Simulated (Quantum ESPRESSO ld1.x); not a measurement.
Values are calculated unless marked as measured or tabulated.
Task: All-electron atom: Ba3+ in [Kr] 4d10 5s2 5p4 6p1 (not the ground configuration). Code: ld1.x of Quantum ESPRESSO 7.5. Model: scalar-relativistic Kohn-Sham, LDA (Slater exchange, Perdew-Wang correlation), spin-polarised, spherical densities, point nucleus; open shells are filled with parallel spins first. Some entries of the table are withheld. Estimate them.

orbital,occ.,eigenvalue (Ry),r(max) (bohr)
1s up,1,-2738.11,0.017
1s down,1,-2738.10,0.017
2s up,1,-434.887,0.093
2s down,1,-434.881,0.093
2p up,3,-390.423,0.075
2p down,3,-390.414,0.075
3s up,1,-93.6504,0.267
3s down,1,-93.6405,0.267
3p up,3,-79.3937,0.260
3p down,3,-79.3829,0.260
3d up,5,-58.6304,0.215
3d down,5,-58.6202,0.215
4s up,1,-20.2498,0.623
4s down,1,-20.2290,0.623
4p up,3,-15.6427,0.653
4p down,3,-15.6200,0.653
4d up,5,-8.94955,0.697
4d down,5,-8.91886,0.697
5s up,1,(1),(2)
5s down,1,(3),(4)
5p up,3,(5),1.61
5p down,1,(6),1.61
6p up,1,-1.34564,3.74
6p down,0,-1.26309,3.77

Result: 
(1) 5s up eigenvalue (Ry): -4.69543
(2) 5s up r(max) (bohr): 1.44
(3) 5s down eigenvalue (Ry): -4.57244
(4) 5s down r(max) (bohr): 1.44
(5) 5p up eigenvalue (Ry): -3.50433
(6) 5p down eigenvalue (Ry): -3.37823
